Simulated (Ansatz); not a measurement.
`F[Si]1(Br)CC1` → Br• + 2 C• + F• + 4 H• + Si•  (atomization)

Calculated with Ansatz (gas phase, PBE0-D4/def2-TZVP geometries, no zero-point term in ΔE). CBS: MP2 limit from def2 TZ/QZ plus the TZ coupled-cluster correction, frozen cores. This one scheme is used for every species, atoms too. DFT in def2-TZVPP. B3LYP here is the variant with VWN-RPA as its local correlation; programs differ in this. No spin–orbit coupling; open shells (•) take unrestricted orbitals. Spin–orbit coupling would lower the free atoms: a little for C, F, Si; clearly for Br. Bonds to Br are less sure, by a few kJ/mol each and by 10 to 20 or more in all where they break to atoms, as the def2 sets lack core-valence functions. Scalar relativity is left out up to krypton.

| level | ΔE (kJ/mol) |
| --- | --- |
| PBE-D4 | 3515.2 |
| r2SCAN-D4 | 3468.1 |
| B3LYP-D4 | 3421.3 |
| HF/def2-TZVPP | 2541.1 |

Question: What does CCSD(T)/CBS give? (Estimate.)

Answer: Computed: +3452.4 kJ/mol. The listed levels differ from it by 62.8, 15.7, -31.1, -911.3 kJ/mol.

Largest T1 diagnostic among the species: 0.012.

From PBE to PBE0 (25 % exact exchange), in def2-TZVPP and without D4, ΔE moves by −52.1 kJ/mol: exact exchange takes away binding that semilocal exchange gives to molecules. The D4 term adds +34.9 kJ/mol with B3LYP and +18.2 kJ/mol with PBE0; it sums over pairs of atoms, weighted by their polarisabilities, and B3LYP, whose exchange is more repulsive, gets the larger term. In def2-TZVPP, CCSD(T) changes the Hartree–Fock value by +812.4 kJ/mol (the triples alone add +55.2 kJ/mol) and MP2 by +901.5 kJ/mol; breaking electron pairs costs correlation energy, which Hartree–Fock lacks.

For atomizations the MP2-based limit and the directly extrapolated one differ by several kJ/mol either way, and by 10 to 25 for some Ge, Se and Sn compounds, so smaller differences from it don't rank the levels.
